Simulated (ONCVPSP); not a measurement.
## Cutoff test, I, ONCV

* Element: I
* Generator: ONCVPSP 4.0.1
* Type: optimised norm-conserving Vanderbilt (ONCV)
* Functional: PBE
* Relativity: scalar-relativistic
* Frozen core: [Kr] 4d10
* Valence charge: 7
* Reference configuration: 5s1.75 5p5.25
* Partial waves: 5s: rc 1.65 bohr, ncon 4, nbas 8, qcut 3.8 1/bohr, 2 projectors, debl 2.7 Ha; 5p: rc 2.10 bohr, ncon 5, nbas 9, qcut 4 1/bohr, 3 projectors, debl 2.6 Ha; d scattering state at 0.41 Ha: rc 2.00 bohr, ncon 4, nbas 7, qcut 4.5 1/bohr, 2 projectors, debl 0.7 Ha
* Local potential: polynomial inside 1.35 bohr (lpopt 4, dvloc0 6 Ha)
* Core correction: Teter function, fcfact 3, rcfact 1.6

Question: For each optimised wave give the share of its norm inside rc, the residual kinetic energy above qcut (Ha) and the cutoffs (Ha) for errors of 10, 1, 0.1 and 0.01 mHa per electron.

Answer:

```json
{"wave": "5s", "norm inside rc": "0.346", "residual KE": "3.2e-03", "10 mHa": "6.1", "1 mHa": "12.4", "0.1 mHa": "31.9", "0.01 mHa": "53.9"}
{"wave": "s projector 2", "norm inside rc": "0.091", "residual KE": "1.3e-02", "10 mHa": "7.6", "1 mHa": "48.0", "0.1 mHa": "84.7", "0.01 mHa": "105.5"}
{"wave": "5p", "norm inside rc": "0.394", "residual KE": "1.2e-03", "10 mHa": "4.5", "1 mHa": "8.3", "0.1 mHa": "31.8", "0.01 mHa": "54.8"}
{"wave": "p projector 2", "norm inside rc": "0.123", "residual KE": "8.4e-03", "10 mHa": "7.7", "1 mHa": "16.4", "0.1 mHa": "53.6", "0.01 mHa": "75.8"}
{"wave": "p projector 3", "norm inside rc": "0.127", "residual KE": "1.2e-01", "10 mHa": "19.4", "1 mHa": "80.1", "0.1 mHa": "94.0", "0.01 mHa": "101.7"}
{"wave": "d projector 1", "norm inside rc": "0.210", "residual KE": "4.2e-03", "10 mHa": "4.1", "1 mHa": "33.7", "0.1 mHa": "43.3", "0.01 mHa": "60.2"}
{"wave": "d projector 2", "norm inside rc": "0.170", "residual KE": "1.5e-02", "10 mHa": "12.9", "1 mHa": "50.2", "0.1 mHa": "59.7", "0.01 mHa": "79.8"}
```

The occupied waves need 12 Ha and 32 Ha for 1 and 0.1 mHa. The cutoffs count occupied waves only; projector 3 of the p channel, the hardest unoccupied one, needs 80 Ha at the loose tolerance. Note: ghosts flagged at negative energy: d at -31.7 eV; GHOST(+) flagged for s at 129.4 eV. A true bound ghost makes a file unfit for plane-wave use. Its largest configuration-test error is -316 meV.
